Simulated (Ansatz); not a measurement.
F3HSSi, SMILES `F[Si](F)(F)S`, charge 0, multiplicity 1.

Question: Give a relaxed structure at PBE0-D4/def2-TZVP (Ansatz). (An estimate is asked.)

Answer: Ansatz gave: 
Z-matrix (Å, degrees):
```
Si
F 1 1.574
F 1 1.574 2 106.1
F 1 1.571 2 108.6 3 -116.5
S 1 2.089 2 112.9 3 124.2
H 5 1.346 1 92.3 2 -59.8
```
Point group Cs.
